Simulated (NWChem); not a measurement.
Molecule: CsF; SMILES [F][Cs]

Computed with NWChem. Coordinates come from a PBE0/def2-SVP optimisation. def2 effective core potentials on Cs; no spin-orbit coupling. Ions are spin-unrestricted doublets at the neutral geometry; other ion states weren't tried.

Predict the results for PBE/def2-SVP. Quantities: vertical ionisation energy, ΔSCF (eV); −ε(HOMO) (eV).


```
Property                               Value
-------------------------------------  -----
vertical ionisation energy, ΔSCF (eV)   9.46
−ε(HOMO) (eV)                           4.23
```
